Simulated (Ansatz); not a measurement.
Reactions of C2H7FSi2 (`FC1([SiH3])C[SiH2]1`).

Gas-phase electronic energies from Ansatz, PBE0-D4/def2-TZVP geometries. CCSD(T)/CBS is the MP2 limit (def2-TZVPP, def2-QZVPP) plus CCSD(T) − MP2 in def2-TZVPP, frozen cores. This one scheme is used for every species. For Ge, Se outer-core shells are correlated without core-valence functions, which leaves a few kJ/mol of doubt a bond. Scalar relativity is left out up to krypton. One conformer a species, not always the lowest.

(1) Order these by ΔE at CCSD(T)/CBS, lowest first. (Best estimate.)
A. `FC1([SiH3])C[SiH2]1` + `NC(O)(F)F` → `OC(F)(F)N[SiH3]` + `FC1C[SiH2]1`
B. `FC1([SiH3])C[SiH2]1` + `O[SiH](O)[SiH3]` → `O[SiH](O)[SiH2][SiH3]` + `FC1C[SiH2]1`
C. `FC1([SiH3])C[SiH2]1` + `O[SiH2][SeH]` → `O[SiH2][Se][SiH3]` + `FC1C[SiH2]1`
D. `FC1([SiH3])C[SiH2]1` + `OC(O)[SiH3]` → `OC([SiH3])O[SiH3]` + `FC1C[SiH2]1`
E. `FC1([SiH3])C[SiH2]1` + `[OH][GeH2][SH]` → `[SiH3][O][GeH2][SH]` + `FC1C[SiH2]1`

Largest T1 diagnostic: 0.013, for `O[SiH](O)[SiH2][SiH3]`.

## Answers

(1) E (-101.2 kJ/mol), D (-84.1 kJ/mol), C (-68.2 kJ/mol), A (-47.5 kJ/mol), B (-10.0 kJ/mol).
